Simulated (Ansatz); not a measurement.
## Worked example: CHBr2Cl + SiH3(CH3) → CH2Br2 + SiH2(CH3)Cl

Species: CHBr2Cl (chlorodibromomethane) `ClC(Br)Br`, singlet; SiH3(CH3) (methylsilane), singlet; CH2Br2 (dibromomethane) `BrCBr`, singlet; SiH2(CH3)Cl, singlet. The partners trade Cl for H: C–Cl and Si–H bonds give way to C–H and Si–Cl.

Shapes, held fixed at every level: PBE0-D4/def2-TZVP. Programs: Ansatz 0.2.0. The zero-point and thermal change to 298 K, harmonic and unscaled (PBE0-D4/def2-TZVP), is +9.4 kJ/mol.

At CCSD(T)/def2-TZVPP; 1 Eh = 2625.50 kJ/mol:

| species | energy (Eh) |
| --- | --- |
| CHBr2Cl | -5643.761197 |
| SiH3(CH3) | -330.690236 |
| CH2Br2 | -5184.644088 |
| SiH2(CH3)Cl | -789.878086 |

Problem. Work out ΔH(298 K) of the reaction at this level.

Solution. 
1. Products less reactants: (-5184.644088) + (-789.878086) − [(-5643.761197) + (-330.690236)] = -0.070741 Eh = -185.7 kJ/mol.
2. With the thermal change: -185.7 + (+9.4) = -176.3 kJ/mol.

Other levels give -200.2 (HF/def2-TZVPP) to -177.2 kJ/mol (wB97X-V/def2-TZVPP). No measured value is set beside it here. Relativity is left out for Br unless named. Correlated rows may include outer-core shells of Br, which these sets cover unevenly.
